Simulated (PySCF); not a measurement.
C4H10Te, SMILES CC(C)(C)[TeH].

Geometry: PBE-D3(BJ)/def2-SVP. The def2 effective core potentials stand for the cores of Te; spin–orbit coupling is left out.

The numbers are results of PBE/def2-TZVP in PySCF, not measurements.

Symmetry labels are those of the subgroup Cs that the program uses (full group Cs).

Computed valence orbital energies around the gap with their symmetry:
```csv
orbital,symmetry,energy (eV)
HOMO−7,A',-9.63
HOMO−6,A",-9.50
HOMO−5,A",-8.95
HOMO−4,A',-8.36
HOMO−3,A",-8.32
HOMO−2,A',-8.21
HOMO−1,A',-6.70
HOMO,A",-4.95
LUMO,A',-1.64
LUMO+1,A',-0.56
LUMO+2,A',0.42
LUMO+3,A',1.55
```
